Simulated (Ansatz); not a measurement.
Isolated molecules relaxed with PBE0-D4/def2-TZVP in Ansatz; ΔE leaves out vibrations. CCSD(T)/CBS is the MP2 limit (def2-TZVPP, def2-QZVPP) plus CCSD(T) − MP2 in def2-TZVPP, frozen cores. This one scheme is used for every species. DFT in def2-TZVPP. One conformer a species, not always the lowest.

`OCS[SiH3]` → `CO[SiH2]S`  (isomerisation)

```csv
species,r2SCAN energy (Eh)
`OCS[SiH3]`,-804.58471
`CO[SiH2]S`,-804.63548
```

Problem. Work out ΔE.

Solution. ΔE = (-804.63548) − (-804.58471) = -0.05077 Eh = -1.38 eV. CCSD(T)/CBS gives -1.42 eV.

Largest T1 diagnostic among the species: 0.012.

From PBE to PBE0 (25 % exact exchange), in def2-TZVPP and without D4, ΔE moves by −0.08 eV. Leaving LDA and LC-ωPBE aside and taking each functional with its dispersion term where it has one, the values, not all of them listed here, spread over 0.30 eV, from BHLYP-D4 to revPBE-D4. In def2-TZVPP, CCSD(T) changes the Hartree–Fock value by +0.19 eV (the triples alone add +0.04 eV) and MP2 by +0.16 eV.
